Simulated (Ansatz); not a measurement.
The same path of BH6NOSi (10 atoms, charge 0, multiplicity 1) was run twice with different band settings. The coordinate that changes most is the angle B1–O2–Si3.

The calculation used RKS BLYP/def2-SVP in Ansatz 0.2.0.

Relaxed end points:

```xyz
10
Properties=species:S:1:pos:R:3
B -1.804 1.053 0.044
O -0.800 0.360 -0.546
Si 0.859 0.113 -0.179
N 1.276 -1.541 0.106
H -1.604 1.689 1.070
H -2.906 1.019 -0.473
H 1.179 0.897 1.055
H 1.588 0.572 -1.396
H 1.273 -2.215 -0.664
H 1.022 -1.997 0.987
```

```xyz
10
Properties=species:S:1:pos:R:3
B -1.805 1.055 0.044
O -0.805 0.352 -0.542
Si 0.857 0.110 -0.179
N 1.280 -1.541 0.106
H -2.911 1.010 -0.465
H -1.598 1.706 1.058
H 1.178 0.897 1.053
H 1.580 0.572 -1.398
H 1.273 -2.218 -0.663
H 1.033 -1.995 0.989
```

Common settings: movable images 5; climbing image yes; spring 5.0 eV/Å²; optimiser quadratic models (default); start path through a guess of the saddle point; iteration limit 60; end points relaxed.

| run | force threshold |
| --- | --- |
| 1 | 0.05 eV/Å |
| 2 | 0.2 eV/Å |

(1) What does each run give, and how far can it be trusted?

## Answers

(1) Run 1: converged after 22 iterations, highest image 0.109 eV above the first end. Beside the main top the profile has a ripple of under 15 meV (maxima at images 1, 4), which may be a very shallow well or noise. A vibrational analysis at the climbing image gives 2 clearly imaginary modes (144i, 77i cm⁻¹): a point of higher order, so a lower path passes nearby.
Run 2: converged after 14 iterations, highest image 0.121 eV above the first end. The threshold of 0.2 eV/Å is loose, so the images may lie well off the minimum-energy path. The order of the stationary point at the top wasn't checked.
